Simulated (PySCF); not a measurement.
**C₆ coefficients of unlike pairs at UHF**

Calculated with PySCF 2.14 from the dipole response of each species, C₆(A,B) = (3/π) ∫ α_A(iu) α_B(iu) du, in atomic units, from isotropic polarisabilities. For ions this is the dispersion term alone; charge-induced terms of lower order in 1/R come first.

```csv
species,configuration,basis,relativity,α (bohr³),C₆ (like pair)
Al²⁺,[Ne] 3s1 (2S),aug-cc-pVQZ-DK (7s6p4d3f2g),spin-free X2C,15.22,42.76
Se²⁺,[Ar] 3d10 4s2 4p2 (3P),aug-cc-pVQZ-PP with ECP10MDF (7s6p5d3f2g),core potential,9.574,44.51
I²⁺,[Kr] 4d10 5s2 5p3 (4S),"x2c-TZVPPall with one added diffuse shell each of s, p, d, f type (9s7p5d3f)",spin-free X2C,14.12,99.72
C,[He] 2s2 2p2 (3P),aug-cc-pVTZ (5s4p3d2f),none,11.92,46.32
```

Problem. Estimate C₆ for I²⁺ with Al²⁺.

Solution. The integral gives 58.07. The combination rule 2 C_A C_B / (C_A α_B/α_A + C_B α_A/α_B) gives 57.96 and the geometric mean 65.30.

No spin-orbit coupling is included.

The other pairs:

```tsv
pair	C₆
C, Al²⁺	42.55
C, I²⁺	66.67
C, Se²⁺	44.81
Se²⁺, Al²⁺	39.20
I²⁺, Se²⁺	66.52
```
